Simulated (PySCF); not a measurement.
How methods differ on the ionisation energy of La²⁺

La²⁺ [Xe] 5d1 (2D) → La³⁺ [Xe] (1S), as a difference of total energies. Computed with PySCF 2.14 in x2c-TZVPPall (11s7p7d3f1g, 97 functions), with scalar relativity by spin-free X2C-1e. Correlated levels: valence: [Kr] 4d10 frozen; valence and next inner shell: [Ar] 3d10 frozen. The calculations carry no spin-orbit coupling.

Q: Order these methods by the ionisation energy they give, lowest first.
A. r2SCAN
B. PBE
C. wB97X-V
D. TPSSh

A: C (18.947 eV), A (19.112 eV), D (19.172 eV), B (19.269 eV).

A first-order spin-orbit estimate (lowest level to lowest level, LS coupling) adds 0.129 eV.

Errors of the correlated levels include the incompleteness of this basis and the frozen core.

For comparison: 19.177 eV (measured; NIST Atomic Spectra Database, ionization energies).
